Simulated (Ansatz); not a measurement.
The first iterations of a band of CH₇FSSi₃ (13 atoms, charge 0, multiplicity 1).

Computed with Ansatz, RKS PBE/STO-3G.

```yaml
movable_images: 9
climbing_image: yes
spring: 5.0 eV/Å²
optimiser: quadratic models (default)
start_path: through a guess of the saddle point
force_threshold: 0.05 eV/Å
iteration_limit: 31
end_points: relaxed
```

First end point:

```xyz
13
Properties=species:S:1:pos:R:3
F 0.435 -0.022 2.443
C 0.991 -0.645 1.305
S 0.369 -2.428 1.095
Si -0.504 -1.843 -0.785
Si 0.485 0.145 -0.420
Si -0.686 2.074 -0.296
H 2.110 -0.683 1.449
H -0.039 -2.642 -1.917
H -1.965 -1.894 -0.811
H 1.689 0.345 -1.226
H -1.886 1.914 0.510
H 0.117 3.136 0.291
H -1.096 2.509 -1.624
```

Last end point:

```xyz
13
Properties=species:S:1:pos:R:3
F 1.362 0.263 2.498
C 1.596 -0.427 1.336
S 0.023 -2.150 1.402
Si -0.271 -1.517 -0.691
Si 0.643 0.490 -0.255
Si -0.905 2.143 -0.411
H 1.011 -3.072 1.169
H 0.426 -2.501 -1.514
H -1.702 -1.670 -0.943
H 1.673 0.780 -1.252
H -2.052 1.883 0.448
H -0.356 3.431 -0.007
H -1.425 2.311 -1.765
```

| iteration | highest image above the first end (eV) | largest band force component (eV/Å) |
| --- | --- | --- |
| 1 | 7.914 | 14.198 |
| 2 | 4.870 | 4.580 |
| 3 | 4.117 | 8.849 |
| 4 | 3.748 | 2.638 |
| 5 | 3.464 | 2.231 |
| 6 | 3.509 | 2.206 |

Q: Does the band converge within its limit, and where does its top end?

A: The forces met the threshold. It ended after 19 iterations with the highest image 3.308 eV above the first end. Neighbouring images differ by up to 1.6 eV, so the band resolves the path poorly. A vibrational analysis at the climbing image gives one clearly imaginary mode, 592i cm⁻¹: a first-order saddle point. The orbitals stay closed-shell, which can raise the energy where a bond breaks towards radicals; this wasn't checked here. Limits of this set-up: minimal basis.

Run time: 18 min on 1 thread of Arm Neoverse N1 (shared host), peak memory 0.12 GiB.
